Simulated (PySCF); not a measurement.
H4N, charge +1.

```xyz
5

N      0.0000     0.0000     0.0000
H      0.5912    -0.5912     0.5912
H     -0.5912    -0.5912    -0.5912
H     -0.5912     0.5912     0.5912
H      0.5912     0.5912    -0.5912
```
Charge +1, spin multiplicity 1.

The structure is a stationary point at r2SCAN-D4/def2-TZVPD.

All values below come from PySCF with PBE/pcSseg-2. Non-relativistic, no solvent.

Computed absolute GIAO shielding of each atom: isotropic value and principal components (ppm):
```
atom  σ(iso)    σ11    σ22    σ33  span
----  ------  -----  -----  -----  ----
N1     232.0  232.0  232.0  232.0   0.0
H2      26.7   21.3   21.3   37.3  15.9
H3      26.7   21.3   21.3   37.3  15.9
H4      26.7   21.3   21.3   37.3  15.9
H5      26.7   21.3   21.3   37.3  15.9
```
